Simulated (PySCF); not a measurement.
Vertical excitation energies

Species: di-n-propyl ether, C6H14O.
Cartesian coordinates in Å at the PBE0-D3(BJ)/def2-SVP level; atoms count from 1:
```xyz
21
C6H14O angstrom
C     -2.8651    1.2922    0.1090
C     -1.8805    0.1441   -0.0326
C     -0.4611    0.5403    0.3131
O      0.3736   -0.5699    0.1501
C      1.7009   -0.3827    0.5520
C      2.5427    0.4187   -0.4313
C      4.0008    0.5009   -0.0107
H     -2.6033    2.1331   -0.5535
H     -2.8881    1.6801    1.1403
H     -3.8872    0.9767   -0.1472
H     -2.1700   -0.6994    0.6158
H     -1.8857   -0.2455   -1.0640
H     -0.4118    0.9087    1.3609
H     -0.1444    1.3864   -0.3315
H      1.7378    0.0959    1.5542
H      2.1343   -1.3907    0.6645
H      2.1294    1.4362   -0.5346
H      2.4513   -0.0548   -1.4233
H      4.1104    0.9910    0.9704
H      4.4528   -0.5010    0.0704
H      4.5979    1.0753   -0.7343
```

Level of theory: TDDFT wB97X-D/def2-SVPD, vertical, gas phase, core orbitals frozen in the response in PySCF.

Task: What does the calculation give for the low-lying excited states?

Result: 

```tsv
state	E (eV)	E (hartree)	f	|μ| (D)	main configurations (H = HOMO, L = LUMO)
S1	7.53	0.2767	0.016	0.76	H→L (66%), H→L+3 (17%), H→L+2 (13%)
S2	8.07	0.2967	0.0087	0.53	H→L+2 (65%), H→L+1 (12%)
S3	8.18	0.3006	0.0061	0.44	H→L+1 (65%), H→L+2 (10%), H→L+5 (9%)
S4	8.32	0.3059	0.050	1.26	H→L+4 (85%)
S5	8.58	0.3154	0.0045	0.37	H→L+3 (59%), H→L (15%)
S6	8.96	0.3293	0.013	0.61	H-1→L (61%), H-1→L+2 (11%)
S7	9.22	0.3388	0.0013	0.19	H→L+5 (40%), H→L+8 (16%)
S8	9.28	0.3411	0.0067	0.44	H-2→L (40%), H-1→L+1 (18%)
S9	9.36	0.3439	0.0003	0.10	H-3→L (27%), H-2→L+1 (24%), H-1→L+1 (11%)
S10	9.41	0.3458	0.0099	0.53	H-1→L+2 (38%), H-1→L+1 (11%), H-4→L (9%)
```

Triplets, Tamm–Dancoff:

```json
{"state": "T1", "E (eV)": "7.46", "λ (nm)": "166.2", "main configurations (H = HOMO, L = LUMO)": "H→L (61%), H→L+3 (19%), H→L+2 (15%)"}
{"state": "T2", "E (eV)": "7.94", "λ (nm)": "156.2", "main configurations (H = HOMO, L = LUMO)": "H→L+2 (54%), H→L (15%)"}
{"state": "T3", "E (eV)": "8.12", "λ (nm)": "152.8", "main configurations (H = HOMO, L = LUMO)": "H→L+1 (67%), H→L+5 (10%)"}
{"state": "T4", "E (eV)": "8.27", "λ (nm)": "149.9", "main configurations (H = HOMO, L = LUMO)": "H→L+4 (69%), H→L+3 (10%)"}
```

The lowest singlet comes at 165 nm (726 kJ/mol) in the vacuum ultraviolet; it is weak; its leading configuration is HOMO→LUMO (66%). The most intense listed level is S4 at 8.32 eV (149 nm, f = 0.050), 0.80 eV above S1. Löwdin shares by element: HOMO oxygen 55%, carbon 27% or more (atoms not listed hold the other 19%); LUMO carbon 41% or more (atoms not listed hold the other 59%). Orbital energies (eV): HOMO-3 -11.35, HOMO-2 -11.06, HOMO-1 -10.61, HOMO -9.19, LUMO 2.43, LUMO+1 2.65, LUMO+2 3.10. Of the 10 states listed, 3 reach f = 0.01 and 1 stays under 0.0005. The listed states span 1.88 eV, and the widest gap between neighbours is 0.54 eV (S1 to S2). All these states lie below the vertical ionisation energy of 9.43 eV (ΔSCF). Only the lowest 10 singlets were computed, as vertical energies without vibronic structure.

On x86-64 server, one thread, on a shared host, this took 3.3 min wall.

One conformer stands for the species.
